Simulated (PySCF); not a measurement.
Distorted geometries of [Ce(SH)2]+

[Ce(SH)2]+ (singlet in the valence; each metal's 4f electrons, 1 of them, lie in its core potential, out of spins and levels). PySCF 2.14.0, RKS PBE, Ce lcecp-1-SVP with ECP47, S def2-SVP, H def2-SVP; non-relativistic Hamiltonian with scalar-relativistic core potentials where named; density fitting; no spin-orbit coupling. Relaxed geometry:

```xyz
5

Ce   -0.3691   -1.5028    0.4100
S    -0.0170    0.4859    2.0527
H     0.2572    1.4242    1.0960
S    -0.0170   -0.6240   -2.0150
H     0.2572    0.6702   -1.6674
```

Order these distorted geometries by energy above the relaxed one, lowest first.
A.
```xyz
5

Ce   -0.2089   -1.5556    0.2196
S     0.2241    0.3352    2.0738
H     0.1086    1.3471    1.0725
S    -0.1038   -0.5885   -1.9689
H     0.0915    0.9154   -1.5208
```
B.
```xyz
5

Ce   -0.4207   -1.6252    0.2084
S     0.1247    0.5499    2.0936
H     0.1900    1.5849    1.2444
S     0.0429   -0.5898   -2.0302
H     0.1745    0.5337   -1.6399
```
C.
```xyz
5

Ce   -0.2537   -1.3110    0.3226
S     0.1593    0.5777    2.1571
H     0.1149    1.3855    1.1159
S    -0.0631   -0.7635   -2.0106
H     0.1541    0.5649   -1.7088
```

C (0.44 eV), A (0.75 eV), B (0.96 eV).

Which forces (eV/Å) act in the one that lies 0.44 eV up?


```
Ce  -0.25 -1.03  3.59
S   -0.08 -1.15  0.40
H    0.03  1.11 -0.99
S    0.29  1.18 -2.85
H    0.01 -0.11 -0.16
```
Forces carry noise of the integration grid, about 0.01 to 0.03 eV/Å.

An lcecp potential fixes the number of 4f electrons, so in runs with it no electron can move into or out of that shell.
